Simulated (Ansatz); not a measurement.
Cost and result for the atomization energy of C₂H₁₀AlNSi, SMILES `C[NH][Al]([CH3])[SiH3]` (15 atoms, 14 bonds).

```xyz
15

C    -1.9345   -1.3187    0.5414
N    -1.1202   -0.7735   -0.5227
Al    0.3403    0.2279   -0.4331
C     1.1930    0.7928   -2.0971
Si    1.1771    0.8268    1.7978
H    -1.5230   -1.0277    1.5107
H    -2.9678   -0.9530    0.5054
H    -1.9697   -2.4146    0.5203
H    -1.4781   -1.0290   -1.4323
H     2.2267    0.4364   -2.1505
H     1.2358    1.8845   -2.1667
H     0.6677    0.4234   -2.9821
H     2.5753    0.3442    2.0043
H     1.2158    2.3079    1.9865
H     0.3618    0.2726    2.9180
```

The species carries charge 0 and has multiplicity 1. All single points use the PBE0-D4/def2-TZVP geometry. It is one conformer, not always the lowest. Program: Ansatz. All runs use 4 threads of an Arm Neoverse V1 on a shared host. Times are those of one run each, without the atoms' runs, and a repeat can differ threefold. Electronic energies, without spin–orbit coupling; frozen cores. CCSD(T)/CBS adds CCSD(T) − MP2 in def2-TZVPP to the MP2 limit, and its time is that of the two runs behind it. T1 = 0.012. B3LYP takes the VWN-RPA correlation (the form of Gaussian; ORCA's B3LYP/G).

CCSD(T)/CBS is a level of theory with its own doubt, some kJ/mol a heavy atom from the limit and from the frozen cores, so smaller differences don't rank the functionals.

| level | functions | wall time | atomization (kJ/mol) | difference from CCSD(T)/CBS | per bond |
| --- | --- | --- | --- | --- | --- |
| PBE-D4/def2-TZVPP (with forces) | 317 | 3.8 s | 5160.0 | 35.0 | 2.5 |
| PBE0-D4/def2-TZVPP | 317 | 4.8 s | 5108.9 | -16.1 | -1.2 |
| r2SCAN-D4/def2-TZVPP (with forces) | 317 | 7.5 s | 5122.2 | -2.8 | -0.2 |
| B3LYP-D4/def2-TZVPP (with forces) | 317 | 8.5 s | 5131.6 | 6.6 | 0.5 |
| B2PLYP/def2-TZVPP | 317 | 9.5 s | 5064.6 | -60.4 | -4.3 |
| ωB97X-V/def2-TZVPP | 317 | 13 s | 5146.2 | 21.2 | 1.5 |
| ωB97M-V/def2-TZVPP (with forces) | 317 | 19 s | 5131.4 | 6.4 | 0.5 |
| MP2/def2-QZVPP | 611 | 53 s | 5082.2 | -42.8 | -3.1 |
| CCSD(T)/def2-TZVPP | 317 | 23 min | 4998.6 | -126.4 | -9.0 |
| CCSD(T)/CBS(def2) | – | 23 min | 5125.0 | 0.0 | 0.0 |

In def2-TZVPP, CCSD(T) changes the Hartree–Fock value by +1196.3 kJ/mol (the triples alone add +57.3 kJ/mol) and MP2 by +1204.8 kJ/mol; breaking electron pairs costs correlation energy, which Hartree–Fock lacks. The D4 term adds +45.1 kJ/mol with B3LYP and +24.3 kJ/mol with PBE0; it sums over pairs of atoms, weighted by their polarisabilities, and B3LYP, whose exchange is more repulsive, gets the larger term. From PBE to PBE0 (25 % exact exchange), in def2-TZVPP and without D4, the atomization energy moves by −47.2 kJ/mol: exact exchange takes away binding that semilocal exchange gives to molecules.
